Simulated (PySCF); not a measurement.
Species: C₄H₅OSi, charge 0, multiplicity 2. It need not be the lowest isomer of its formula. SMILES: [SiH3]c1[c]occ1
Geometry from a B3LYP-D3(BJ)/def2-TZVP (Ansatz) optimisation:
```
C
C 1 1.3556
O 2 1.3252 1 115.40
C 3 1.3864 2 105.23 1 0.00
C 4 1.3513 3 109.45 2 0.00
H 4 1.0747 5 134.81 1 -180.00
H 5 1.0780 4 126.00 6 0.00
Si 1 1.8526 2 128.35 3 180.00
H 8 1.4787 1 108.97 2 0.00
H 8 1.4819 9 109.61 1 -120.87
H 8 1.4819 9 109.61 10 -118.27
```
Charge 0, spin multiplicity 2.

Dispersion corrections to the total energy (kcal/mol) from the dftd3 and dftd4 libraries through PySCF: D3(BJ) without and D4 with the three-body term, each with the damping fitted for the functional named.

```json
[
 {"functional": "B2PLYP", "D3(BJ)": "-5.09", "D4": "(withheld)"},
 {"functional": "HF", "D3(BJ)": "(withheld)", "D4": "-23.05"},
 {"functional": "r2SCAN", "D3(BJ)": "-1.71", "D4": "(withheld)"},
 {"functional": "PW6B95", "D3(BJ)": "-3.22", "D4": "-5.49"},
 {"functional": "BP86", "D3(BJ)": "-9.98", "D4": "-8.41"},
 {"functional": "B2GP-PLYP", "D3(BJ)": "-4.21", "D4": "-2.65"},
 {"functional": "TPSS", "D3(BJ)": "-7.72", "D4": "-8.49"}
]
```

Q: Complete the blanks.

A: 
- B2PLYP, D4: -4.38
- HF, D3(BJ): -50.02
- r2SCAN, D4: -1.55
